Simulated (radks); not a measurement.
Removal energies from the thallium ion Tl10+, [Xe] 4f14 5d3, by Delta-SCF beside the eigenvalue of the level emptied. Method: scalar-relativistic Kohn-Sham, r2SCAN, spin-polarised, spherical densities, finite nucleus; meta-GGA in the generalised Kohn-Sham scheme; Fermi nuclear charge, rms radius of each element as measured or else 0.836 A^(1/3) + 0.57 fm; computed with a radial shooting solver on a logarithmic mesh with Libxc functionals. Open shells are filled with parallel spins first.

| removed from | final configuration | Delta-SCF (eV) | -eigenvalue (eV) |
|---|---|---|---|
| 5d | [Xe] 4f14 5d2 | 177.82 | 168.29 |
| 5p | [Kr] 4d10 4f14 5s2 5p5 5d3 | 246.41 | 235.90 |
| 4f | [Xe] 4f13 5d3 | 303.78 | 285.24 |
| 5s | [Kr] 4d10 4f14 5s1 5p6 5d3 | 306.93 | 295.62 |
